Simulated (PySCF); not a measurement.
Molecule: sum formula BNH$_{4}$, charge 1, multiplicity 2. 
Coordinates optimised at B3LYP-D3(BJ)/def2-TZVP (Ansatz):
```xyz
6

B     -0.8013     0.0372    -0.0132
N      0.6302    -0.0292     0.0104
H     -1.4449    -0.8068     0.5499
H     -1.3451     0.9362    -0.5960
H      1.2099     0.5396     0.6352
H      1.1751    -0.6502    -0.5957
```
Charge +1, spin multiplicity 2.

Dispersion corrections to the total energy (kcal/mol) from the dftd3 and dftd4 libraries through PySCF: D3(BJ) without and D4 with the three-body term, each with the damping fitted for the functional named.

```
functional      D3(BJ)          D4
----------  ----------  ----------
BLYP             -2.77       -1.77
CAM-B3LYP        -0.90       -0.60
TPSSh            -1.45       -0.92
PW6B95           -0.55       -0.69
PBE              -1.33  (withheld)
B2GP-PLYP        -0.68  (withheld)
LC-wPBE     (withheld)       -0.83
```

Task: Fill in the missing entries.

Result: 
- PBE, D4: -0.76
- B2GP-PLYP, D4: -0.30
- LC-wPBE, D3(BJ): -1.13
